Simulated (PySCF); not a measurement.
**How methods differ on the ionisation energy of Ir**

Ir [Xe] 4f14 5d7 6s2 (4F) → Ir⁺ [Xe] 4f14 5d7 6s1 (5F), as a difference of total energies. Calculation: PySCF 2.14, in x2c-TZVPPall (11s7p7d3f1g, 97 functions); the spin-free X2C one-electron Hamiltonian (Gaussian nucleus). Correlated levels: valence and next inner shell: [Kr] 4d10 4f14 frozen. The calculations carry no spin-orbit coupling.

Problem. Order these methods by the ionisation energy they give, lowest first.
A. MP2 (valence and next inner shell)
B. CCSD (valence and next inner shell)
C. SCS-MP2 (valence and next inner shell)
D. UHF

Solution. D (7.062 eV), B (8.636 eV), A (8.810 eV), C (8.851 eV).

Errors of the correlated levels include the incompleteness of this basis and the frozen core.

For comparison: 8.926 eV (measured; NIST levels, between the centres of gravity of the two terms).
